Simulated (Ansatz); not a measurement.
Sn6⁺. Total charge 1; doublet. Geometry r2SCAN-D4/def2-SVP.

Cartesian coordinates in Å:
```
Sn -2.813 -1.543 -0.173
Sn 0.318 2.000 -1.461
Sn -1.932 1.172 0.082
Sn 1.802 1.105 0.803
Sn 0.005 -1.092 -0.126
Sn 2.621 -1.640 0.875
```

In the def2 sets Sn takes a core potential; there is no spin–orbit coupling. Another isomer (doublet) lies 1.17 eV lower at PBE0-D4/def2-TZVP; other spin states weren't run for this one.

Estimate the α-spin orbital energies around the gap (eV) in Ansatz with PBE-D4/def2-TZVP, r2SCAN-D4/def2-TZVP, PBE0-D4/def2-TZVP.


```
orbital  PBE-D4/def2-TZVP  r2SCAN-D4/def2-TZVP  PBE0-D4/def2-TZVP
 HOMO−9            -15.28               -15.71             -16.65
 HOMO−8            -13.50               -13.85             -14.63
 HOMO−7            -13.25               -13.56             -14.32
 HOMO−6            -12.83               -13.11             -13.82
 HOMO−5             -9.55                -9.84             -10.33
 HOMO−4             -9.53                -9.80             -10.29
 HOMO−3             -9.12                -9.35              -9.86
 HOMO−2             -9.10                -9.31              -9.77
 HOMO−1             -8.90                -9.10              -9.53
   HOMO             -8.27                -8.60              -8.95
   LUMO             -7.21                -7.26              -6.73
 LUMO+1             -7.20                -7.22              -6.67
 LUMO+2             -6.95                -7.01              -6.44
 LUMO+3             -6.35                -6.25              -5.69
 LUMO+4             -5.94                -5.91              -5.35
 LUMO+5             -5.69                -5.56              -5.06
 β HOMO             -8.85                -9.07              -9.48
 β LUMO             -7.79                -7.68              -7.22
```
